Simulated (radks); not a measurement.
The numbers below are computed, except where a source is named.
Dipole-allowed excitations along the series with 29 electrons in [Ar] 3d10 4s1. Code: a radial shooting solver on a logarithmic mesh with Libxc functionals. Model: non-relativistic Kohn-Sham, LB94 model potential, spin-polarised, spherical densities, point nucleus; open shells are filled with parallel spins first (spin-orbit coupling, left out, can overturn this in heavy ions). Time-dependent linear response with the Hartree and adiabatic LDA kernel, continuum included through the Sternheimer equations. Lines are the poles of the dipole polarisability below minus the highest occupied eigenvalue, found on a grid refined at the orbital gaps; the lowest seven at most are given, and weak or close lines can be missed. The first line takes the name of the lowest orbital gap if no other gap lies below it; otherwise a line is named after a gap within 0.6 % of it, if that gap stands alone.

\begin{tabular}{lrrrrr}
species & -e(HOMO) (eV) & lowest orbital gap (eV) & first line (eV) & f & static alpha (bohr^3) \\ \hline
Nb12+ & 269.66 & 4s-4p 26.157 & 27.979 (4s-4p) & 0.613 & 0.6608 \\
Mo13+ & 303.21 & 4s-4p 27.868 & 29.796 (4s-4p) & 0.597 & 0.5661 \\
Tc14+ & 338.51 & 4s-4p 29.576 & 31.610 (4s-4p) & 0.582 & 0.4890 \\
Ru15+ & 375.55 & 4s-4p 31.283 & 33.421 (4s-4p) & 0.568 & 0.4256 \\
Rh16+ & 414.32 & 4s-4p 32.988 & 35.230 (4s-4p) & 0.554 & 0.3729 \\
Pd17+ & 454.83 & 4s-4p 34.692 & 37.038 (4s-4p) & 0.541 & 0.3287 \\
\end{tabular}
